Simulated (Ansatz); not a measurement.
Computed with Ansatz on PBE0-D4/def2-TZVP structures; ΔE is electronic, products minus reactants. CCSD(T)/CBS adds triple-zeta CCSD(T) − MP2 to the extrapolated MP2 energy (def2 sets, frozen cores). This one scheme is used for every species. DFT in def2-TZVPP. B3LYP here is the variant with VWN-RPA as its local correlation; programs differ in this. One conformer a species, not always the lowest.

`C=N[SiH2]O[SiH3]` + `CF` → `FC[SiH2]O[SiH3]` + `C=N`  (formal exchange of groups at the Si–N bond)

`C=N[SiH2]O[SiH3]`:

Cartesian coordinates in Å:
```
C -2.233 0.574 0.522
N -1.496 0.110 1.428
Si 0.207 -0.164 1.340
O 0.862 0.254 -0.101
Si 1.500 -0.242 -1.521
H -3.307 0.705 0.695
H -1.872 0.874 -0.474
H 0.834 0.662 2.396
H 0.426 -1.611 1.583
H 0.634 0.229 -2.632
H 2.859 0.334 -1.679
H 1.585 -1.726 -1.559
```

`CF`:

Z-matrix (Å, degrees):
```
C
F 1 1.376
H 1 1.092 2 109.1
H 1 1.092 2 109.1 3 -120.0
H 1 1.092 2 109.1 3 120.0
```

`FC[SiH2]O[SiH3]`:

```xyz
12

F    -1.232    1.248   -1.172
C    -0.710    1.721    0.032
Si    0.876    0.782    0.436
O     0.560   -0.814    0.552
Si   -0.055   -2.106   -0.249
H    -0.529    2.797   -0.071
H    -1.472    1.583    0.808
H     1.874    1.028   -0.637
H     1.391    1.267    1.742
H    -1.538   -2.076   -0.199
H     0.394   -2.095   -1.665
H     0.440   -3.333    0.422
```

`C=N`:

```xyz
5

C     0.304    0.030    0.243
N    -0.802   -0.460   -0.111
H     0.855    0.799   -0.311
H     0.766   -0.325    1.166
H    -1.122   -0.045   -0.987
```

```tsv
level	ΔE (eV)
PBE0-D4	0.68
B3LYP-D4	0.72
B2PLYP	0.73
MP2/def2-TZVPP	0.76
SCS-MP2/def2-TZVPP	0.75
HF/def2-QZVPP	0.82
MP2/def2-QZVPP	0.77
MP2/CBS(def2)	0.77
```

What does CCSD(T)/CBS give? (Best estimate.)

The calculation gave: +0.71 eV. The listed levels differ from it by -0.03, 0.01, 0.02, 0.05, 0.04, 0.11, 0.06, 0.06 eV.

Largest T1 diagnostic among the species: 0.013.

In def2-TZVPP, CCSD(T) changes the Hartree–Fock value by −0.11 eV (the triples alone add −0.00 eV) and MP2 by −0.05 eV. From PBE to PBE0 (25 % exact exchange), in def2-TZVPP and without D4, ΔE moves by +0.04 eV.
